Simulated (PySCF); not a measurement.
Ground-state electric properties of a mixed set of molecules.

All values: wB97X-D/def2-SVPD (PySCF) at GFN2-xTB geometries, gas phase, one conformer each. Core orbitals are frozen in the response; Δα² is half the sum of the squared differences of the principal polarisabilities.

Question: Rank by dipole moment, lowest first.
A. `C=C1CC/C1=C/C`
B. `[CH2:1]=[CH:2][C:3](=[CH2:4])/[CH:5]=[CH:6]/[CH3:7]` with C1–C2–C3–C4 -148°, C2–C3–C5–C6 27°
C. `[F:1][Si@H:2]([PH2:3])[Si:4]([F:5])([F:6])[F:7]` with F1–Si2–P3–H -137° and 130°
D. `[CH2:1]=[CH:2][CH2:3][C@@H:4]1[CH2:5][CH2:6][S:7]1` with C1–C2–C3–C4 119°, C2–C3–C4–C5 -68°, C3–C4–C5–C6 -127°, C4–C5–C6–S7 9°, C5–C6–S7–C4 -7°, C3–C4–S7–C6 127°

Answer: A (0.36 D), B (0.63 D), D (1.92 D), C (3.07 D).

Question: Rank by polarisability anisotropy Δα, lowest first.
A. `[CH2:1]=[CH:2][C:3](=[CH2:4])/[CH:5]=[CH:6]/[CH3:7]` with C1–C2–C3–C4 -148°, C2–C3–C5–C6 27°
B. `[CH3:1][C@@H:2]([F:3])[SiH2:4][Si@H:5]([SiH3:6])[Cl:7]` with C1–C2–Si4–Si5 -71°, C2–Si4–Si5–Si6 -58°
C. `[F:1][Si@H:2]([PH2:3])[Si:4]([F:5])([F:6])[F:7]` with F1–Si2–P3–H -137° and 130°
D. `C1(/C(CC1)=C)=C/C`

Answer: C (4.03 Å³), B (4.41 Å³), D (6.15 Å³), A (7.60 Å³).

All values together:

```csv
SMILES,formula,μ (D),HOMO (eV),LUMO (eV),α (Å³),Δα (Å³),electrons,α per electron (Å³)
C[C@@H](F)[SiH2][Si@H]([SiH3])Cl,C2H10ClFSi3,2.04,-9.68,0.56,18.34,4.41,90,0.204
C=CC[C@@H]1CCS1,C6H10S,1.92,-8.14,1.43,13.28,4.58,62,0.214
F[Si@H](P)[Si](F)(F)F,F4H3PSi2,3.07,-10.24,0.00,11.20,4.03,82,0.137
C=CC(=C)/C=C/C,C7H10,0.63,-8.03,0.90,13.33,7.60,52,0.256
C=C1CC/C1=C/C,C7H10,0.36,-8.07,0.86,12.60,6.15,52,0.242
```

Conformers: `[CH3:1][C@@H:2]([F:3])[SiH2:4][Si@H:5]([SiH3:6])[Cl:7]` with C1–C2–Si4–Si5 -71°, C2–Si4–Si5–Si6 -58°; `[CH2:1]=[CH:2][CH2:3][C@@H:4]1[CH2:5][CH2:6][S:7]1` with C1–C2–C3–C4 119°, C2–C3–C4–C5 -68°, C3–C4–C5–C6 -127°, C4–C5–C6–S7 9°, C5–C6–S7–C4 -7°, C3–C4–S7–C6 127°; `[F:1][Si@H:2]([PH2:3])[Si:4]([F:5])([F:6])[F:7]` with F1–Si2–P3–H -137° and 130°; `[CH2:1]=[CH:2][C:3](=[CH2:4])/[CH:5]=[CH:6]/[CH3:7]` with C1–C2–C3–C4 -148°, C2–C3–C5–C6 27°.
